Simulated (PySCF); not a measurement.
Chloromethylgermane, CH5ClGe.
InChI=1S/CH5ClGe/c2-1-3/h1H2,3H3

Method used: PBE0-D3(BJ)/def2-SVP geometry optimisation, gas phase (PySCF).

Masses are those of the commonest isotopes; rigid-rotor values at the optimised geometry. 

Problem. What are A, B and C (MHz)?

Solution. Ia = 24.48, Ib = 243.95, Ic = 258.84 u·Å²; 505379 MHz·u·Å²/I gives A = 20644, B = 2072, C = 1952 MHz.

Problem. Classify the top.

Solution. A near-prolate asymmetric top. Ray's parameter κ = (2B − A − C)/(A − C) = -0.987; −1 is the prolate and +1 the oblate limit.

Problem. Is it planar, by Δ = Ic − Ia − Ib?

Solution. Not planar: Δ = Ic − Ia − Ib = -9.59 u·Å². For a rigid frame Δ = −2 Σ m c², so Σ m c² = 4.79 u·Å² lies off the ab plane, practically all of it from hydrogen. The atom farthest from that plane is 1.26 Å away.

Problem. Give the other two planar moments, Paa and Pbb, and the rms extents of the mass along the axes.

Solution. Paa = Σ m a² = (Ib + Ic − Ia)/2 = 239.16 and Pbb = Σ m b² = (Ia + Ic − Ib)/2 = 19.69 u·Å². With the mass M = 125.93 u, the rms extents √(P/M) along a, b and c are 1.38, 0.40, 0.20 Å.

Problem. Where do the levels up to J = 4 lie, in K?

Solution. Above 0(0,0), as E/k:
J = 1: 1(0,1) 0.193, 1(1,1) 1.084, 1(1,0) 1.090
J = 2: 2(0,2) 0.579, 2(1,2) 1.465, 2(1,1) 1.482, 2(2,1) 4.156, 2(2,0) 4.156
J = 3: 3(0,3) 1.159, 3(1,3) 2.036, 3(1,2) 2.070, 3(2,2) 4.736, 3(2,1) 4.736, 3(3,1) 9.207, 3(3,0) 9.207
J = 4: 4(0,4) 1.931, 4(1,4) 2.797, 4(1,3) 2.854, 4(2,3) 5.508, 4(2,2) 5.508, 4(3,2) 9.979, 4(3,1) 9.979, 4(4,1) 16.239, 4(4,0) 16.239
Those of J = 1 are B + C, A + C and A + B.

Problem. Which lines would a microwave search look for?

Solution. The dipole components are |μa| = 1.07 D, |μb| = 1.21 D, |μc| = 0.00 D; the mirror of this Cs structure is the ab plane, so μc vanishes by symmetry and there are no c-type lines. Intensities carry the squares of the components, which stand as 0.78 : 1.00 (a : b). Some lines, for components of 0.1 D or more:

```csv
type,branch,"J(Ka,Kc)",MHz,lower level (cm⁻¹)
a,Q,"2(1,1) ← 2(1,2)",358,1.018
a,Q,"3(1,2) ← 3(1,3)",715,1.415
a,R,"1(0,1) ← 0(0,0)",4024,0.000
a,R,"2(1,2) ← 1(1,1)",7929,0.754
a,R,"2(0,2) ← 1(0,1)",8048,0.134
a,R,"2(1,1) ← 1(1,0)",8167,0.758
a,R,"3(0,3) ← 2(0,2)",12070,0.403
a,R,"3(2,2) ← 2(2,1)",12072,2.889
a,R,"3(2,1) ← 2(2,0)",12075,2.889
b,Q,"1(1,0) ← 1(0,1)",18692,0.134
b,Q,"2(1,1) ← 2(0,2)",18812,0.403
b,Q,"3(1,2) ← 3(0,3)",18992,0.805
b,R,"1(1,1) ← 0(0,0)",22597,0.000
b,R,"2(1,2) ← 1(0,1)",26502,0.134
b,R,"3(1,3) ← 2(0,2)",30347,0.403
b,Q,"3(2,1) ← 3(1,2)",55543,1.439
b,Q,"2(2,0) ← 2(1,1)",55719,1.030
b,Q,"3(2,2) ← 3(1,3)",56255,1.415
b,R,"2(2,1) ← 1(1,0)",63886,0.758
b,R,"2(2,0) ← 1(1,1)",64005,0.754
b,Q,"3(3,1) ← 3(2,2)",93162,3.291
b,R,"3(3,1) ← 2(2,0)",105234,2.889
b,R,"3(3,0) ← 2(2,1)",105234,2.889
```

Problem. Estimate the classical rotational partition function at 10 K, 50 K and 100 K.

Solution. Point group Cs, symmetry number σ = 1; q = (√π/σ)·√((kT/h)³/(ABC)), k/h = 20836.6 MHz/K: 583 at 10 K, 6520 at 50 K, 18400 at 100 K.

Whether it is a minimum is left open (no frequencies). Zero-point vibration and centrifugal distortion are left out. A rigid rotor knows nothing of internal rotation, which can split or shift real lines. Quadrupole hyperfine structure (35Cl) is left out.
